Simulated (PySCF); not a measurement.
A GIAO shielding run with PySCF (density fitting, non-relativistic, gas phase) on SMILES CCCCS[SiH](Cl)Cl, C4H10Cl2SSi:

```
{"job": {"kind": "nmr", "xc": "WP04", "basis": "pcSseg-1", "pop": false}, "charge": 0, "multiplicity": 1}
C     -1.667159     1.012129     0.068501
C     -0.593333     0.240233     0.816773
C      0.314898    -0.557081    -0.106749
C      1.433114    -1.318038     0.585413
S      2.574283    -0.306746     1.614201
Si     3.257316     1.091498     0.185264
Cl     4.875068     2.015292     1.044260
Cl     3.808203     0.133057    -1.560503
H     -2.310246     0.340666    -0.522936
H     -1.220751     1.738550    -0.629744
H     -2.316123     1.571779     0.758349
H     -1.059232    -0.447046     1.544855
H      0.021823     0.933557     1.414547
H      0.742937     0.107468    -0.879405
H     -0.283220    -1.297354    -0.667819
H      1.027998    -2.048951     1.302308
H      2.046446    -1.869202    -0.141920
H      2.285116     2.141107    -0.201844
```

Hardware: 1 thread of an Arm Neoverse N1, shared host.

Task: How large is the calculation?

Result: 98 electrons, 214 basis functions and 1204 auxiliary functions.

Task: How long does it take?

Result: 68 s of wall time, with 14 SCF cycles and 4 response iterations. Times on a shared host scatter by some tens of per cent.

Task: And these other runs on the same molecule and hardware: GIAO shielding at PBE0/pcSseg-1; GIAO shielding at wB97X-D/pcSseg-1; GIAO shielding at BHandHLYP/pcSseg-1; GIAO shielding at BLYP/pcSseg-1; GIAO shielding at BP86/pcSseg-1; GIAO shielding at KT2/pcSseg-1?

Result: PBE0/pcSseg-1: 214 functions, 62 s; wB97X-D/pcSseg-1: 214 functions, 82 s; BHandHLYP/pcSseg-1: 214 functions, 65 s; BLYP/pcSseg-1: 214 functions, 79 s; BP86/pcSseg-1: 214 functions, 78 s; KT2/pcSseg-1: 214 functions, 83 s.
